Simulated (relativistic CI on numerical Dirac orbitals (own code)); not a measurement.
# Crystal-field levels of Pd³⁺, 4d7

Calculated by Dirac-Coulomb-Breit CI, separate exchange-only KLI orbitals for each configuration, model QED, valence Slater integrals scaled by 0.8, one configuration in a parametric crystal field (own radial code).

Field parameters in Wybourne normalisation: D3d B²₀ = −7Dσ, B⁴₀ = −14Dq − 21Dτ, B⁴₃ = −14√(10/7) Dq. The field is a parameter set, without covalency.

S is read from ⟨S²⟩ = S(S + 1).

Levels (cm⁻¹, degeneracy): 0 (2), 206 (2), 2242 (2), 3098 (2), 3477 (2), 4951 (2), 6281 (2), 6637 (2), 13780 (2), 13815 (2), 14964 (2), 15554 (2).

(1) Which field gives this pattern?
A. D3d, 10Dq = 15500, Dσ = -1200, Dτ = -180 cm⁻¹
B. D3d, 10Dq = 15500, Dσ = 760, Dτ = -180 cm⁻¹
C. D3d, 10Dq = 15500, Dσ = -980, Dτ = -180 cm⁻¹
D. D3d, 10Dq = 15500, Dσ = -330, Dτ = -180 cm⁻¹

## Answers

(1) A. D3d, 10Dq = 15500, Dσ = -1200, Dτ = -180 cm⁻¹, ground level with S = 1.39.
